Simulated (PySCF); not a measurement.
A run for PySCF: R-M06-2X/def2-TZVPP on CH5AlS (SMILES C[S][AlH2]), a point of a torsion scan.

```python
from pyscf import gto, dft

mol = gto.M(
    atom='''
    C     1.34008461    0.17438951    0.08513883
    S     0.24684499   -1.17905958    0.68891256
    Al   -1.64668281   -0.31704723   -0.00524285
    H     2.05105814   -0.25660974   -0.61224928
    H     1.86446900    0.58694754    0.94072105
    H     0.75241353    0.95298290   -0.40838107
    H    -1.59164095    1.04348035   -0.73696093
    H    -3.01043246   -0.99376148    0.19882863
    ''',
    basis='def2-tzvpp',
    charge=0, spin=0, verbose=4, max_memory=1800)
mf = dft.RKS(mol, xc='m062x').density_fit(auxbasis='def2-universal-jkfit')
mf.grids.level = 4
mf.conv_tol = 1e-9
mf.max_cycle = 150
mf.kernel()
mf.dip_moment()
```

Output:

```
PySCF version 2.14.0

[INPUT] verbose = 4
[INPUT] num. atoms = 8
[INPUT] num. electrons = 40
[INPUT] charge = 0
[INPUT] spin (= nelec alpha-beta = 2S) = 0
[INPUT] symmetry False subgroup None
[INPUT] Mole.unit = angstrom
[INPUT] Symbol           X                Y                Z      unit          X                Y                Z       unit  Magmom
[INPUT]  1 C      1.340084610000   0.174389510000   0.085138830000 AA    2.532392896645   0.329548412897   0.160889071266 Bohr   0.0
[INPUT]  2 S      0.246844990000  -1.179059580000   0.688912560000 AA    0.466469426321  -2.228099690745   1.301856062173 Bohr   0.0
[INPUT]  3 Al    -1.646682810000  -0.317047230000  -0.005242850000 AA   -3.111779524929  -0.599132433252  -0.009907550612 Bohr   0.0
[INPUT]  4 H      2.051058140000  -0.256609740000  -0.612249280000 AA    3.875938150160  -0.484922129496  -1.156983459162 Bohr   0.0
[INPUT]  5 H      1.864469000000   0.586947540000   0.940721050000 AA    3.523335777742   1.109170100087   1.777705144113 Bohr   0.0
[INPUT]  6 H      0.752413530000   0.952982900000  -0.408381070000 AA    1.421855504117   1.800876682394  -0.771728376757 Bohr   0.0
[INPUT]  7 H     -1.591640950000   1.043480350000  -0.736960930000 AA   -3.007765484143   1.971892077865  -1.392654322205 Bohr   0.0
[INPUT]  8 H     -3.010432460000  -0.993761480000   0.198828630000 AA   -5.688892865901  -1.877937030342   0.375731656422 Bohr   0.0

nuclear repulsion = 134.570957567136
number of shells = 69
number of NR pGTOs = 252
number of NR cGTOs = 185
basis = def2-tzvpp
ecp = {}


******** <class 'pyscf.df.df_jk.DFRKS'> ********
method = DFRKS
initial guess = minao
damping factor = 0
level_shift factor = 0
DIIS = <class 'pyscf.scf.diis.CDIIS'>
diis_start_cycle = 1
diis_space = 8
diis_damp = 0
SCF conv_tol = 1e-09
SCF conv_tol_grad = None
SCF max_cycles = 150
direct_scf = False
XC library pyscf.dft.libxc version 7.1.2
    S. Lehtola, C. Steigemann, M. J. T. Oliveira, and M. A. L. Marques,  SoftwareX 7, 1–5 (2018)
XC functionals = m062x
    Y. Zhao and D. G. Truhlar,  Theor. Chem. Acc. 120, 215 (2008)
    Y. Zhao and D. G. Truhlar,  Theor. Chem. Acc. 120, 215 (2008)
radial grids:
    Treutler-Ahlrichs [JCP 102, 346 (1995); DOI:10.1063/1.469408] (M4) radial grids

becke partition: Becke, JCP 88, 2547 (1988); DOI:10.1063/1.454033
pruning grids: <function nwchem_prune>
grids dens level: 4
symmetrized grids: False
atomic radii adjust function: <function treutler_atomic_radii_adjust>
small_rho_cutoff = 0
Set gradient conv threshold to 3.16228e-05
Initial guess from minao.
tot grids = 164528
******** <class 'pyscf.df.df.DF'> ********
auxbasis = def2-universal-jkfit
init E= -681.705564510664
  HOMO = -0.304094157866896  LUMO = -0.0566530405700654  gap/eV = 6.73322
cycle= 1 E= -681.704610591328  delta_E= 0.000954  |g|= 0.246  |ddm|= 1.98
  HOMO = -0.270079432961861  LUMO = -0.0316382640538713  gap/eV = 6.48831
cycle= 2 E= -681.714226190222  delta_E= -0.00962  |g|= 0.197  |ddm|= 0.46
  HOMO = -0.308290696233435  LUMO = -0.0251960281603516  gap/eV = 7.70340
cycle= 3 E= -681.724969276715  delta_E= -0.0107  |g|= 0.035  |ddm|= 0.221
  HOMO = -0.305847567608563  LUMO = -0.0259590949365744  gap/eV = 7.61615
cycle= 4 E= -681.725260707259  delta_E= -0.000291  |g|= 0.00887  |ddm|= 0.0338
  HOMO = -0.305595380084949  LUMO = -0.0260997199519757  gap/eV = 7.60546
cycle= 5 E= -681.725277112184  delta_E= -1.64e-05  |g|= 0.00281  |ddm|= 0.00895
  HOMO = -0.305589966283154  LUMO = -0.0260987609828938  gap/eV = 7.60534
cycle= 6 E= -681.72527914039  delta_E= -2.03e-06  |g|= 0.00121  |ddm|= 0.00261
  HOMO = -0.305519995798363  LUMO = -0.0261112810790749  gap/eV = 7.60310
cycle= 7 E= -681.725279513675  delta_E= -3.73e-07  |g|= 0.000241  |ddm|= 0.000928
  HOMO = -0.305528707577515  LUMO = -0.0260941076218835  gap/eV = 7.60380
cycle= 8 E= -681.72527953619  delta_E= -2.25e-08  |g|= 4.38e-05  |ddm|= 0.000336
  HOMO = -0.305536513274372  LUMO = -0.0260969885034541  gap/eV = 7.60394
cycle= 9 E= -681.725279537428  delta_E= -1.24e-09  |g|= 1.46e-05  |ddm|= 8.57e-05
  HOMO = -0.305533806960227  LUMO = -0.0260954394011996  gap/eV = 7.60391
cycle= 10 E= -681.725279537538  delta_E= -1.1e-10  |g|= 3.71e-06  |ddm|= 2.42e-05
  HOMO = -0.305534817587034  LUMO = -0.0260955930646425  gap/eV = 7.60393
Extra cycle  E= -681.725279537544  delta_E= -6.37e-12  |g|= 2.53e-06  |ddm|= 7.36e-06
converged SCF energy = -681.725279537544
Dipole moment(X, Y, Z, Debye):  0.47896,  1.10470, -0.54211
```

The calculation finished and met its thresholds.

Cost: roughly 30 core-seconds.
